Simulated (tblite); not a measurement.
Species: C₆H₁₀OP₂.
Z-matrix (Å and degrees, GFN2-xTB geometry), rows numbered from 1:
```
C 
P   1  1.8481
C   2  1.8731  1   97.28
P   3  1.8608  2  114.30  1   178.72
C   2  1.8121  1   97.98  3   -99.28
C   5  1.3693  2  134.81  1    -5.68
C   6  1.4134  5  106.16  2  -176.12
C   7  1.3603  6  106.09  5     0.57
O   8  1.3402  7  110.59  6     0.07
H   1  1.0880  2  109.04  3   167.93
H   1  1.0887  2  111.41  3    46.50
H   1  1.0885  2  108.54  3   -74.15
H   3  1.0953  2  110.83  1   -57.48
H   3  1.0956  2  107.54  1    60.21
H   4  1.3934  3   95.18  2   -44.65
H   4  1.3913  3   96.54  2    47.66
H   6  1.0705  5  127.28  2     4.11
H   7  1.0708  6  126.86  5  -179.39
H   8  1.0723  7  132.04  6  -179.52
```

Computed values, GFN2-xTB/tblite, gas phase, harmonic and unscaled. The method is semi-empirical: single wavenumbers can be off by several per cent or more. Modes of hydrogen on phosphorus can be 10 to 20 % off. One conformer, not necessarily the lowest.

Harmonic wavenumbers (cm⁻¹): 27.3, 63.9, 91.6, 152.1, 158.9, 170.0, 207.0, 233.1, 295.6, 313.4, 457.5, 583.8, 611.1, 633.0, 660.3, 736.4, 746.0, 768.3, 814.5, 843.5, 849.3, 858.2, 867.8, 881.2, 896.0, 913.6, 1044.3, 1072.5, 1089.4, 1115.0, 1136.0, 1152.5, 1175.3, 1216.5, 1315.0, 1361.8, 1397.8, 1436.2, 1442.9, 1453.6, 1551.6, 2285.2, 2351.4, 2910.9, 2923.5, 2995.8, 3015.0, 3019.6, 3164.5, 3180.0, 3189.3.

A = 1601, B = 912.5, C = 641.3 MHz; mass 160.021 u (most abundant isotopes); point group C1, symmetry number 1.

Problem. What is the zero-point energy?

Solution. Half the sum of the wavenumbers: 30914 cm⁻¹ = 88.39 kcal/mol.

Problem. Entropy at 350 K, 1 bar (ideal gas, RRHO, classical rotation)?

Solution. Translation 41.94, rotation 30.70, vibration 39.17: S = 111.8 cal/(mol K).

Problem. And Cp and H(350 K) − H(0)?

Solution. Cp = 46.85 cal/(mol K), of which vibrations give 38.90 (their classical limit is 51 R = 101.3); H(350 K) − H(0) = 9.72 kcal/mol without the zero-point energy, 6.94 from vibrations.

Problem. Blend soft modes into free rotors: weight 1/[1 + (100 cm⁻¹/ν̃)⁴] for the oscillator and the rest for a rotor with moment μB/(μ + B), μ = h/(8π²ν), B = 10⁻⁴⁴ kg m². What vibrational entropy results?

Solution. 35.52 cal/(mol K) in place of 39.17, which changes −T·S at 350 K by +1.28 kcal/mol.

Problem. How do the functions run with temperature in this model?

Solution. 
```csv
T (K),S (cal/(mol K)),Cp (cal/(mol K)),H − H(0) (kcal/mol),G − H(0) (kcal/mol),ln q(vib)
50,61.7,14.1,0.53,-2.55,0.89
100,73.5,20.4,1.41,-5.95,2.38
298.15,104.8,41.2,7.43,-23.80,8.26
373.15,114.9,49.2,10.83,-32.04,10.40
500,130.9,60.5,17.83,-47.64,13.97
750,158.6,75.5,34.99,-83.94,20.72
1000,181.7,84.8,55.10,-126.55,26.93
```

q(vib) and H(0) count from the zero-point level.

Problem. Which modes carry the vibrational entropy at 350 K?

Solution. 27.3 cm⁻¹: 6.33; 63.9 cm⁻¹: 4.65; 91.6 cm⁻¹: 3.94; 152.1 cm⁻¹: 2.95; 158.9 cm⁻¹: 2.87; 170.0 cm⁻¹: 2.74 cal/(mol K); the other 45 give 15.68 together.

Problem. What must be added to the electronic energy to get the Gibbs energy at 350 K and 1 bar?

Solution. ZPE + [H(350 K) − H(0)] − T·S = 88.39 + 9.72 − 39.13 = 58.98 kcal/mol.

Hindered rotation and anharmonicity are outside this model. Other conformers, if any are populated, would add a mixing term that is left out. The structure is chiral; the term R ln 2 for an equal mix with its mirror image is left out.
